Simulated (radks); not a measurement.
Results of a calculation; reference values are marked as such.
Problem. Te, 52 electrons, occupied as [Kr] 4d10 5s2 5p4. Level of theory: scalar-relativistic Kohn-Sham, r2SCAN, spin-unpolarised, spherical densities, finite nucleus; meta-GGA in the generalised Kohn-Sham scheme; Fermi nuclear charge, rms radius 4.7423 fm (a radial shooting solver on a logarithmic mesh with Libxc functionals). Some entries of the table are withheld. Estimate them.

| orbital | occ. | eigenvalue (eV) | <r> (bohr) |
|---|---|---|---|
| 1s | 2 | -31684.58 | 0.02782 |
| 2s | 2 | -4875.373 | 0.1198 |
| 2p | 6 | -4373.510 | 0.1048 |
| 3s | 2 | -976.8233 | 0.3214 |
| 3p | 6 | (1) | 0.3198 |
| 3d | 10 | (2) | 0.2968 |
| 4s | 2 | -168.5722 | 0.7659 |
| 4p | 6 | -117.4438 | 0.8218 |
| 4d | 10 | (3) | 0.9714 |
| 5s | 2 | -15.6148 | 2.107 |
| 5p | 4 | -6.1645 | 2.654 |

Solution. 
(1) 3p eigenvalue (eV): -812.5755
(2) 3d eigenvalue (eV): -564.6641
(3) 4d eigenvalue (eV): -42.6948
